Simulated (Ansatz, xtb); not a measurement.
**C5H7BO2: which of two isomers lies lower**

We compare I, `COB1C=CC(O)=C1`, a singlet, with II, `COC1=CB(O)C=C1`, a singlet. Both are isolated molecules in the gas phase, relaxed with B3LYP-D3(BJ)/def2-SVP; each stands in its lowest conformer found.

I (Å):

| atom | x (Å) | y (Å) | z (Å) |
| --- | --- | --- | --- |
| C | 2.1713 | 3.0310 | 2.0326 |
| C | 1.2140 | 0.6432 | 0.1948 |
| C | 0.7788 | -0.6070 | -0.0382 |
| C | 0.6390 | -1.3839 | 1.2434 |
| C | 0.9762 | -0.6699 | 2.3453 |
| B | 1.3880 | 0.7278 | 1.7922 |
| O | 1.8010 | 1.7690 | 2.5434 |
| O | 0.2083 | -2.6512 | 1.1213 |
| H | 3.2113 | 3.2502 | 2.3235 |
| H | 1.5213 | 3.8057 | 2.4704 |
| H | 2.0915 | 3.0785 | 0.9348 |
| H | 1.3810 | 1.3687 | -0.6039 |
| H | 0.5374 | -1.0708 | -0.9989 |
| H | 0.1561 | -3.0523 | 2.0010 |
| H | 0.9415 | -1.0568 | 3.3651 |

II (Å):

```yaml
atoms:
  - { symbol: C, position_ang: [1.5939, 2.1873, -0.7740] }
  - { symbol: C, position_ang: [0.5939, 0.3045, 0.2095] }
  - { symbol: C, position_ang: [-0.6773, 0.4962, -0.2300] }
  - { symbol: C, position_ang: [-0.4137, -1.5810, 1.1936] }
  - { symbol: C, position_ang: [0.7545, -0.9312, 1.0573] }
  - { symbol: B, position_ang: [-1.4714, -0.7073, 0.3609] }
  - { symbol: O, position_ang: [1.7087, 1.0196, 0.0173] }
  - { symbol: O, position_ang: [-2.7944, -0.9427, 0.1882] }
  - { symbol: H, position_ang: [2.5923, 2.6405, -0.8228] }
  - { symbol: H, position_ang: [1.2475, 1.9407, -1.7924] }
  - { symbol: H, position_ang: [0.8834, 2.9010, -0.3228] }
  - { symbol: H, position_ang: [-1.0089, 1.3245, -0.8536] }
  - { symbol: H, position_ang: [-3.0994, -1.7421, 0.6352] }
  - { symbol: H, position_ang: [-0.5234, -2.5034, 1.7697] }
  - { symbol: H, position_ang: [1.7316, -1.1958, 1.4717] }
```

Quicker runs give these differences E(II) − E(I): GFN2-xTB −2.1 kcal/mol; HF/STO-3G −1.3 kcal/mol (at GFN2-xTB geometries); r2SCAN-D4/def2-SVP −3.7 kcal/mol (at GFN2-xTB geometries).

Task: Estimate E(II) − E(I) at the level CCSD(T)/def2-SVP + ΔMP2/def2-TZVPP.

Result: Calculated at CCSD(T)/def2-SVP + ΔMP2/def2-TZVPP: E(II) − E(I) = −3.9 kcal/mol, so structure II lies lower.

Level by level:

```tsv
level	geometry	E(II) − E(I) (kcal/mol)	departure from the last row (kcal/mol)	job, with rough time for the two
GFN2-xTB	GFN2-xTB	−2.1	+1.9	optimisation, 0.31 s
HF/STO-3G	GFN2-xTB	−1.3	+2.6	single point, 0.46 s
r2SCAN-D4/def2-SVP	GFN2-xTB	−3.7	+0.2	single point, 3.5 s
B3LYP-D3(BJ)/def2-SVP	B3LYP-D3(BJ)/def2-SVP	−3.3	+0.6	optimisation, 65 s
HF/def2-SVP	B3LYP-D3(BJ)/def2-SVP	−3.2	+0.8	part of the CCSD(T) run
MP2/def2-SVP	B3LYP-D3(BJ)/def2-SVP	−4.1	−0.2	part of the CCSD(T) run
CCSD(T)/def2-SVP	B3LYP-D3(BJ)/def2-SVP	−3.8	+0.2	single point
CCSD(T)/def2-SVP + ΔMP2/def2-TZVPP	B3LYP-D3(BJ)/def2-SVP	−3.9		single point, 88 s
```

As drawn, both hold the same kinds of bond in the same numbers.

None of the levels shown reverses the order. The largest departure from CCSD(T)/def2-SVP + ΔMP2/def2-TZVPP is that of HF/STO-3G, 2.6 kcal/mol. The last row adds to CCSD(T) the change of the MP2 difference between the two basis sets, here −0.2 kcal/mol.

With thermal terms from frequencies at re-optimised GFN2-xTB minima (ideal gas, soft modes damped towards free rotors, one conformer each, 298.15 K, 1 atm): on the last row, ΔE + ΔZPE = −3.8, ΔH = −3.9, ΔG = −3.4 kcal/mol.

The correlated steps freeze 8 core orbitals. Programs: Ansatz 0.2.0, xtb 6.7.1; the last row on 2 threads of Intel(R) Xeon(R) 6975P-C (Granite Rapids) on a shared host.
